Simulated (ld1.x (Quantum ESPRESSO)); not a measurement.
**u(r) = r·R(r): atom against pseudo-atom (Mo)**

Columns: radius, all-electron u(r) and pseudo u(r) of the 5s shell (level -4.09 eV) of molybdenum in the configuration [Kr] 4d5 5s1 5p0; PBE, scalar-relativistic, TM scheme, ld1.x (Quantum ESPRESSO) 7.5.

```json
{"r (bohr)": "0.185", "all-electron": "0.0132", "pseudo": "0.0168"}
{"r (bohr)": "0.370", "all-electron": "0.1454", "pseudo": "0.0349"}
{"r (bohr)": "0.555", "all-electron": "-0.0729", "pseudo": "0.0555"}
{"r (bohr)": "0.740", "all-electron": "-0.2388", "pseudo": "0.0801"}
{"r (bohr)": "0.925", "all-electron": "-0.2576", "pseudo": "0.1102"}
{"r (bohr)": "1.110", "all-electron": "-0.1715", "pseudo": "0.1473"}
{"r (bohr)": "1.295", "all-electron": "-0.0374", "pseudo": "0.1927"}
{"r (bohr)": "1.480", "all-electron": "0.1052", "pseudo": "0.2464"}
{"r (bohr)": "1.665", "all-electron": "0.2353", "pseudo": "0.3072"}
{"r (bohr)": "1.850", "all-electron": "0.3441", "pseudo": "0.3719"}
{"r (bohr)": "2.035", "all-electron": "0.4299", "pseudo": "0.4353"}
{"r (bohr)": "2.220", "all-electron": "0.4938", "pseudo": "0.4916"}
{"r (bohr)": "2.405", "all-electron": "0.5384", "pseudo": "0.5358"}
{"r (bohr)": "2.590", "all-electron": "0.5668", "pseudo": "0.5657"}
{"r (bohr)": "2.775", "all-electron": "0.5818", "pseudo": "0.5816"}
{"r (bohr)": "2.960", "all-electron": "0.5859", "pseudo": "0.5859"}
{"r (bohr)": "3.145", "all-electron": "0.5813", "pseudo": "0.5813"}
{"r (bohr)": "3.330", "all-electron": "0.5699", "pseudo": "0.5699"}
{"r (bohr)": "3.515", "all-electron": "0.5533", "pseudo": "0.5533"}
{"r (bohr)": "3.700", "all-electron": "0.5328", "pseudo": "0.5328"}
{"r (bohr)": "3.885", "all-electron": "0.5096", "pseudo": "0.5096"}
{"r (bohr)": "4.070", "all-electron": "0.4846", "pseudo": "0.4846"}
{"r (bohr)": "4.255", "all-electron": "0.4586", "pseudo": "0.4586"}
{"r (bohr)": "4.440", "all-electron": "0.4321", "pseudo": "0.4321"}
{"r (bohr)": "4.625", "all-electron": "0.4057", "pseudo": "0.4057"}
{"r (bohr)": "4.810", "all-electron": "0.3797", "pseudo": "0.3797"}
```

(1) How many radial nodes do the two functions have?

(2) At about which radius was the pseudo-wave matched?

(3) Is the pseudo-wave norm-conserving?

Results:

(1) The all-electron 5s function has n − l − 1 = 4 (the table is too coarse to show those close to the nucleus); the pseudo-wave has 0, since the states of the same l below it are removed with the core.

(2) 3.10 bohr. The columns agree to 0.0005 from 2.77 bohr on; several derivatives are matched, so the curves merge somewhat inside the radius.

(3) Yes: the TM scheme keeps the norm inside the radius equal to the all-electron one, which fixes the energy derivative of the logarithmic derivative at the level.
